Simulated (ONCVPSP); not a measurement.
**Which change was made? (Sr, ONCV)**

Sr (Z = 38), optimised norm-conserving Vanderbilt (ONCV), made with ONCVPSP 4.0.1 (PBEsol, scalar-relativistic). Core [Kr], reference 5s1.5 5p0.5. Waves: 5s: rc 3.95 bohr, ncon 4, nbas 7, qcut 1.8 1/bohr, 2 projectors, debl 2.2 Ha; 5p: rc 3.70 bohr, ncon 4, nbas 9, qcut 2.5 1/bohr, 3 projectors, debl 0.8 Ha; d scattering state at 0.06 Ha: rc 4.20 bohr, ncon 5, nbas 8, qcut 2.3 1/bohr, 2 projectors, debl 0.3 Ha. Local part: polynomial inside 3.40 bohr (lpopt 5, dvloc0 1 Ha). Core correction: none.

In the d channel the program set the typed energies aside and used -0.064, 0.236 Ha.

Cutoffs, loose and tight: the cutoffs (Ha) at which the residual kinetic energy of the hardest occupied pseudo-wave falls to 1 and 0.1 mHa per electron. They do not see the model core or the augmentation charge, which bear on the density cutoff. Test errors are all-electron minus pseudo excitation energies from the reference, over the configurations 5s2 5p0; 5s1 5p0; 5s1.5 5p0; 4d0.5 5s1.5 5p0; variants that change the core or the reference have their own tests.

The base gives: outcome: generated, projector energies reset by the program; cutoff, loose: 1.5 Ha; cutoff, tight: 4.2 Ha; bound ghosts: p; GHOST(+) flags above zero: s; largest test error (meV): +55.

After one change the result is: outcome: failed: ERROR pspot: first pseudo wave function has node, program will stop. Which change was it?
A. s: qcut 1.5
B. s: qcut 1.3
C. s: qcut 2.7

C. The others give: s: qcut 1.5 → outcome: generated, projector energies reset by the program; cutoff, loose: 1.9 Ha; cutoff, tight: 6.4 Ha; bound ghosts: p; GHOST(+) flags above zero: s; largest test error (meV): +56 | s: qcut 1.3 → outcome: generated, projector energies reset by the program; cutoff, loose: 2.9 Ha; cutoff, tight: 6.8 Ha; bound ghosts: p; GHOST(+) flags above zero: s; largest test error (meV): +54.
